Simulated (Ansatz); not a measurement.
Reaction (formal exchange of groups at the Si–Si bond): `N[Si](N)(O)[SiH3]` + `C=C` → `C=C[Si](N)(N)O` + SiH₄

Isolated molecules relaxed with PBE0-D4/def2-TZVP in Ansatz; ΔE leaves out vibrations. CCSD(T)/CBS is the MP2 limit (def2-TZVPP, def2-QZVPP) plus CCSD(T) − MP2 in def2-TZVPP, frozen cores. This one scheme is used for every species. DFT in def2-TZVPP. B3LYP here is the variant with VWN-RPA as its local correlation; programs differ in this. Each species was taken in one conformer, which may not be the lowest.

Is it downhill or uphill in electronic energy at CCSD(T)/CBS, and by how much? (An estimate is asked.)

Ansatz gave: Downhill: ΔE = -17.6 kJ/mol.

What do these levels give: r2SCAN-D4, ωB97X-V, ωB97M-V, r2SCAN, PBE0, B3LYP, MP2/def2-TZVPP, HF/def2-QZVPP, MP2/def2-QZVPP, SCS-MP2/def2-QZVPP, MP2/CBS(def2), CCSD/CBS(def2)? (Best estimate.)

Ansatz gave: r2SCAN-D4 -14.8, ωB97X-V -16.4, ωB97M-V -22.3, r2SCAN -14.3, PBE0 -8.1, B3LYP -13.7, MP2/def2-TZVPP -26.0, HF/def2-QZVPP -24.8, MP2/def2-QZVPP -24.4, SCS-MP2/def2-QZVPP -24.3, MP2/CBS(def2) -23.2, CCSD/CBS(def2) -17.9 kJ/mol.

Largest T1 diagnostic among the species: 0.012.

From PBE to PBE0 (25 % exact exchange), in def2-TZVPP and without D4, ΔE moves by −4.7 kJ/mol.
